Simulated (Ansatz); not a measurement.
Basis-set extrapolation for CH₅FSSi, SMILES `FC[SiH2]S` (PBE0-D4/def2-TZVP geometry, frozen core, Ansatz 0.2.0). Multiplicity 1, RHF reference.

|  | def2-TZVPP | def2-QZVPP |
| --- | --- | --- |
| HF | -826.783443 | -826.810035 |
| MP2 correlation | -0.723204 | -0.784359 |
| CCSD(T) correlation | -0.798628 | not run |

Energies in hartree. Use E(X) = E(∞) + A·exp(−7.88·√X) for Hartree–Fock and E(X) = E(∞) + B·X^(−2.97) for correlation, with X = 3 and 4, and add CCSD(T) minus MP2 of the smaller set to the MP2 limit.

Question: What is the CCSD(T) energy at the basis-set limit?

Answer: HF limit: -826.810035 + (-0.026592) × 0.13774 = -826.81370. MP2 limit: -0.784359 + (-0.061155) × 0.74074 = -0.82966. Higher-order term: -0.798628 − (-0.723204) = -0.07542. Total: -827.71878 hartree, 85.8 kcal/mol below CCSD(T)/def2-TZVPP.
